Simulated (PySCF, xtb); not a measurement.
F₂H₂OSSi. Atoms are numbered in the order given.

```xyz
7

O      0.1747     1.6671     0.5566
Si    -0.2456     0.2210    -0.0757
F     -0.4870     0.2846    -1.6621
F     -1.6740    -0.2022     0.5381
S      1.2801    -1.1766     0.2815
H     -0.5277     2.3057     0.7182
H      1.5358    -0.6513     1.5002
```
Charge 0, spin multiplicity 1.

Geometry: PBE0-D3(BJ)/def2-SVP. Other conformers were not sampled.

These are C-PCM-B3LYP/def2-SVP (PySCF) values and carry that method's errors.

The values are the electrostatic part of the solvation free energy, E(continuum) − E(gas) at the gas-phase geometry, in a cavity of scaled van der Waals radii (PySCF's table); cavitation and dispersion terms are not included. In vacuum the orbital gap is 7.99 eV. The dipole moment in vacuum is 2.18 D.

```tsv
solvent	ε	ΔG(elec) (kcal/mol)	dipole (D)	gap (eV)
water	78.36	-6.5	2.71	8.30
chlorobenzene	5.70	-5.3	2.61	8.25
dichloromethane	8.93	-5.8	2.65	8.27
```

For comparison, GFN2-xTB/ALPB(water) (xtb, at the GFN2-xTB geometry, all terms of that model) gives -5.5 kcal/mol.
